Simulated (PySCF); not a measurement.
# Where the electron goes

Compound: C7H4ClFO.
Geometry (PBE0-D3(BJ)/def2-SVP, Å), atoms numbered from 1 in this order:
```xyz
14
C7H4ClFO angstrom
O      1.584    1.251   -0.209
C      0.982    0.241   -0.053
F      1.625   -0.937   -0.014
C     -0.476    0.088    0.116
C     -1.076   -1.165    0.283
C     -2.454   -1.265    0.435
C     -3.229   -0.104    0.419
Cl    -4.940   -0.226    0.607
C     -2.643    1.154    0.255
C     -1.267    1.244    0.103
H     -0.457   -2.063    0.292
H     -2.936   -2.235    0.564
H     -3.271    2.046    0.247
H     -0.781    2.213   -0.028
```

Level of theory: TDDFT wB97X-D/def2-SVPD, vertical, gas phase, core orbitals frozen in the response in PySCF 2.14.0, density-fitted response routines.

Kohn–Sham orbitals with the atoms that hold most of them (Löwdin shares over 4%, at most four atoms; ? is withheld):

```tsv
orbital	ε (eV)	atoms
LUMO+2	1.87	Cl8 34%, C7 10%, C2 7%, C5 7%
LUMO+1	0.53	C5 19%, C9 18%, C10 18%, C6 18%
LUMO	?	?
HOMO	-9.61	Cl8 25%, C4 18%, C7 18%, C6 9%
HOMO-1	-10.15	?
HOMO-2	-11.20	O1 63%, C2 9%, F3 9%, C4 6%
HOMO-3	-11.44	Cl8 72%, C7 9%, O1 5%
```

(1) Give the leading atoms of the HOMO-1.

(2) Give the leading atoms of the LUMO.

(3) What is the LUMO energy, and the HOMO–LUMO gap?

Results:

(1) C9 (bonded to 2 C and H) 22%; C10 (bonded to 2 C and H) 20%; C5 (bonded to 2 C and H) 20%; C6 (bonded to 2 C and H) 20%.

(2) C7 (bonded to 2 C and Cl) 16%; C2 (bonded to C, F and O) 15%; C4 (bonded to 3 C) 13%; O1 (bonded to C) 13%. By element: carbon 44% or more, oxygen 13%.

(3) ε(LUMO) = -0.57 eV; the gap is 9.04 eV (0.3321 hartree).

Problem. The HOMO–LUMO gap is 9.04 eV. Where does the response calculation put the lowest singlet, and from which orbitals?

Solution. S1 is at 5.06 eV (f = 0.011), 3.98 eV below the gap, made of HOMO-1→LUMO (65%), HOMO→LUMO+1 (32%). Its leading pair isn't HOMO and LUMO; the energies of that pair differ by 9.58 eV. 

Problem. Give energy, strength and leading configuration of S2, S3 and S6, and follow the Löwdin shares of the leading atoms from the occupied to the empty orbital.

Solution. 
- S2 (5.31 eV, f 0.368), HOMO→LUMO (91%): Cl8 25% → at most 14%, C4 18% → 13%, C7 18% → 16%, C2 at most 10% → 15%
- S3 (5.44 eV, f 0.0003), HOMO-2→LUMO (82%): O1 63% → 13%, C2 9% → 15%, C7 at most 6% → 16%
- S6 (6.85 eV, f 0.605), HOMO-1→LUMO+1 (90%): C9 22% → 18%, C10 20% → 18%, C5 20% → 19%

Löwdin shares depend on the basis, the more so with diffuse functions.

One conformer stands for the species.
